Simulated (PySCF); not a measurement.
**Calculated properties of `COC1=[O+][BH2-]OC=C1`**

C4H7BO3.
SMILES with atom numbers: `[CH3:1][O:2][C:3]1=[O+:4][BH2-:5][O:6][CH:7]=[CH:8]1` (hydrogens: H9, H10, H11 on C1; H12, H13 on B5; H14 on C7; H15 on C8)

Some functional groups and rings: ester and C=C double bond.

PBE0-D3(BJ)/def2-SVP geometry optimisation, gas phase (PySCF):

```yaml
Point_group: C1
Rotational_constants_A_B_C: 4.970, 1.580, 1.235 GHz
```

**PBE0/def2-SVPD ground state, ΔSCF and vertical TDDFT (core frozen in the response) (PySCF)**

```yaml
Dipole_moment: 4.21 D
HOMO_energy: -6.99 eV
LUMO_energy: -1.72 eV
HOMO–LUMO_gap: 5.27 eV
Lowest_singlet_excitation: 4.16 eV (298 nm, f = 0.049)
Strongest_line_among_the_10_lowest_singlet_transitions: S2 at 5.72 eV (217 nm, f = 0.127)
Lowest_triplet_excitation_Tamm–Dancoff: 3.17 eV
Static_isotropic_polarisability: 75.3 au
Vertical_ionisation_energy: 8.92 eV
Electronic_spatial_extent_⟨r²⟩_about_the_centre_of_nuclear_charge: 947 bohr²
```

PBE0/pcSseg-1 ground state and GIAO shieldings, non-relativistic (PySCF):

```yaml
Lowest_Hirshfeld_atomic_charge: -0.13 e on O6/C8
Highest_Hirshfeld_atomic_charge: +0.22 e on C3
13C_chemical_shifts_computed_TMS_as_zero_by_class: 184.1 (C7), 180.2 (C3), 90.7 (C8), 54.1 (C1) ppm
1H_chemical_shifts_computed_TMS_as_zero_by_class: 7.62 (H14), 5.08 (H15), 3.78 (H12/H13), 3.77 (H9/H10/H11) ppm
Isotropic_shieldings_of_nuclei_other_than_C_and_H_by_class: 100 (B5), 83 (O6), 105 (O4), 168 (O2) ppm
Mayer_bond_orders_between_heavy_atoms: C1–O2 0.85, O2–C3 1.16, C3–O4 1.36, O4–B5 0.61, B5–O6 0.71, O6–C7 1.34, C7–C8 1.48, C8–C3 1.24
```

From B3LYP/pcJ-1 indirect spin-spin coupling, non-relativistic, gas phase; spin–dipole term left out for some pairs (PySCF):

```yaml
Largest_of_the_computed_one-bond_spin–spin_couplings_means_over_like_bonds: 13C–1H +190.3 (C7–H14), 13C–1H +185.1 (C8–H15), 13C–1H +154.7 (C1–H9 and 2 like it), 11B–1H +138.8 (B5–H12 and 1 like it), 13C–13C +81.6 (C3–C8), 13C–13C +69.5 (C7–C8), 17O–13C +28.0 (O2–C3), 17O–13C +27.5 (O6–C7) Hz
```

Monoisotopic mass (most abundant isotopes): 114.0488 u.

The polarisability is 11.16 Å³ as a volume (1 au = 0.148185 Å³), or 1.26 au for each of the 60 electrons. The largest Löwdin shares of the LUMO are 0.27 on C7, 0.22 on C3, 0.14 on O6 and 0.12 on O4. The vertical singlet–triplet gap S1 − T1 is 0.99 eV (TDDFT singlet less Tamm–Dancoff triplet; S1: HOMO→LUMO, weight 0.96; T1: HOMO→LUMO, weight 0.93). S1 lies 1.11 eV below the HOMO–LUMO gap; its leading configuration is HOMO→LUMO, weight 0.96.

 NMR classes are plain means over equivalent atoms (diastereotopic ones count apart unless rotation or inversion swaps them), as if these changed places fast; in this geometry the members of some classes differ.

For the NMR shielding job (PBE0/pcSseg-1), hardware: one thread, Intel Xeon at 2.50 GHz (x86_64), no GPU, shared host with 64 logical CPUs at a one-minute load of 59. Cost: 79 s wall (grids of density and orbitals included), 0.82 GiB resident at most.

Conformer computed: `[CH3:1][O:2][C:3]1=[O+:4][BH2-:5][O:6][CH:7]=[CH:8]1`: C1–O2–C3–O4 3°.

One conformer stands for the species.
